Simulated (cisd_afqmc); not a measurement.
Input (AFQMC/CISD/def2-SVP; cisd_afqmc is a phaseless AFQMC code with CISD trial states that reads the integrals written by Ansatz):

Ansatz 0.2 input:
```python
import cisd_afqmc

open("ham.yaml", "w").write("""\
crystal:
  periodic: [false, false, false]
  atoms:
    - {symbol: In, position_ang: [-0.00000000, -0.00000000, -0.30051582]}
    - {symbol: F, position_ang: [0.00000000, 0.00000000, 1.63614168]}
basis:
  gaussian:
    orbitals: def2-SVP
total_charge: 1
magnetization: {spin_polarized: true, initial_magnetization: 1}
correlation: {method: ccsd, electrons: outside_noble_gas, hamiltonian_folder: ham}
""")
rep = cisd_afqmc.ansatz("ham.yaml")
e_ccsd = rep["correlation"]["coupled_cluster"]["energy"]["hartree"]
out = cisd_afqmc.run("ham", e_ccsd, trial="CISD", walkers=200, populations=8, threads=8, dt=0.005, steps=40, early=36, settle=10, least=32,
    cut=5e-5, rank_cut=2e-4, target=0.0004, seconds=1500, seed=1, memory=17280, gpu=False)
```

Output:

```
orbitals 30, occupied [5, 4], factors 162 of 467, rank of the doubles 106 of 229
E(HF) = -288.293894
E(CCSD) on the cut factors = -288.511620, shift to the whole factors -0.000000
Energy of the trial state on the determinant = -288.511583
  tau behind 10.8 of longer steps, mean of the populations' last blocks
   2.0  -288.51643
   4.0  -288.51730
   6.0  -288.51712
   8.0  -288.51627
blocks 373 (1 outliers left out), error by blocks joined: 1: 0.00017, 2: 0.00021, 4: 0.00025, 8: 0.00031, 16: 0.00034
E(AFQMC/CISD) = -288.51660 +/- 0.00034
```
